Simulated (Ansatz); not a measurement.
CH8FNSi2 can be A, `FCN[SiH2][SiH3]`, or B, `CN([SiH3])[SiH2]F`.

Computed with Ansatz on PBE0-D4/def2-TZVP structures; ΔE is electronic, products minus reactants. CCSD(T)/CBS is the MP2 limit (def2-TZVPP, def2-QZVPP) plus CCSD(T) − MP2 in def2-TZVPP, frozen cores. DFT in def2-TZVPP. B3LYP here is the variant with VWN-RPA as its local correlation; programs differ in this. One conformer a species, not always the lowest.

A:

```xyz
13

F     0.960   -0.699   -1.842
C     0.219    0.495   -1.896
N    -0.849    0.510   -0.987
Si   -0.605    0.681    0.731
Si    0.545   -1.102    1.733
H    -0.132    0.583   -2.927
H     0.926    1.297   -1.668
H    -1.641   -0.039   -1.287
H    -1.961    0.815    1.329
H     0.161    1.942    0.936
H     0.558   -0.934    3.214
H     1.949   -1.160    1.250
H    -0.130   -2.389    1.413
```

B:

Z-matrix (Å, degrees):
```
C
N 1 1.464
H 1 1.095 2 110.8
H 1 1.093 2 110.7 3 -118.9
H 1 1.095 2 112.0 3 120.7
Si 2 1.734 1 115.9 3 -48.3
Si 2 1.705 1 119.0 3 138.4
H 6 1.489 2 111.2 1 -59.2
H 6 1.489 2 109.6 1 59.4
H 6 1.483 2 108.3 1 -179.9
F 7 1.603 2 112.7 1 77.2
H 7 1.478 2 109.1 1 -164.2
H 7 1.482 2 109.0 1 -39.3
```

Problem. Which is lower in electronic energy at CCSD(T)/CBS, and by how much? (Best estimate.)

Solution. Computed: B, by 62.3 kcal/mol.

Problem. Give E(B) − E(A) in kcal/mol with MP2/def2-TZVPP, B2PLYP, B3LYP-D4, PBE-D4, B3LYP, ωB97M-V, r2SCAN-D4. (Best estimate.)

Solution. The calculation gave: MP2/def2-TZVPP -65.4, B2PLYP -61.0, B3LYP-D4 -58.7, PBE-D4 -52.1, B3LYP -57.8, ωB97M-V -60.7, r2SCAN-D4 -57.7. None reverses the order clearly.

Largest T1 diagnostic: 0.012.

From PBE to PBE0 (25 % exact exchange), in def2-TZVPP and without D4, E(B) − E(A) moves by −3.1 kcal/mol. The D4 term adds −0.9 kcal/mol with B3LYP and −0.4 kcal/mol with PBE0; it sums over pairs of atoms, weighted by their polarisabilities, and B3LYP, whose exchange is more repulsive, gets the larger term.
